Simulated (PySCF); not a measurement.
A structure optimised at B3LYP-D3(BJ)/def2-TZVP, used in a PySCF frequency run:

```xyz
5

B     -0.5410    -0.6003     0.0000
F      0.2886    -1.6357     0.0000
H     -1.7146    -0.7912     0.0000
S      0.1764     1.0510     0.0000
H     -0.9995     1.6990     0.0000
```
Charge 0, spin multiplicity 1.

Write its SMILES, formula and point group.

FBS, BFH2S, Cs

What are its rotational constants (standard atomic weights)?

52.583, 5.4026, 4.8992 GHz
